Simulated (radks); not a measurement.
Task: All-electron atom: S IV in [Ne] 3s2 3p1. Method: scalar-relativistic Kohn-Sham, BLYP, spin-polarised, spherical densities, finite nucleus; open shells are filled with parallel spins first; Fermi nuclear charge, rms radius 3.2611 fm; computed with a radial shooting solver on a logarithmic mesh with Libxc functionals. Some entries of the table are withheld. Estimate them.

orbital,occ.,eigenvalue (Ry),r(max) (bohr),<r> (bohr)
1s up,1,-180.1200,0.06329,0.09687
1s down,1,-180.1051,0.06329,0.09686
2s up,1,-18.61498,0.3877,0.4783
2s down,1,-18.60044,0.3878,0.4782
2p up,3,-14.58759,0.3246,0.4409
2p down,3,-14.56749,0.3248,0.4408
3s up,1,-3.88250,(1),1.517
3s down,1,-3.76688,(2),1.521
3p up,1,-3.00228,1.435,1.658
3p down,0,-2.89123,1.434,1.672

Result: 
(1) 3s up r(max) (bohr): 1.335
(2) 3s down r(max) (bohr): 1.331
